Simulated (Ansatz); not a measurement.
GeH2O (SMILES [OH][GeH]) moved off its minimum; all values from Ansatz (a program for electronic structure), cores frozen in correlated methods.
(charge 0, multiplicity 1)
```xyz
4

Ge    -0.2286    -0.1966     0.2614
H     -1.3733    -0.0654    -0.8524
O      1.0308     0.7230    -0.6826
H      0.7254     1.0614    -1.5532
```

Question: Give the forces (eV/Å), the total energy and the dipole at CCSD(T)/aug-cc-pVTZ.

Answer: 
```
atom      Fx      Fy      Fz
----  ------  ------  ------
Ge1    0.479   0.276  -0.239
H2    -0.156   0.002  -0.097
O3    -0.566   0.103  -0.537
H4     0.243  -0.380   0.873
```
Energy -2151.8448 hartree, dipole 1.34 D.
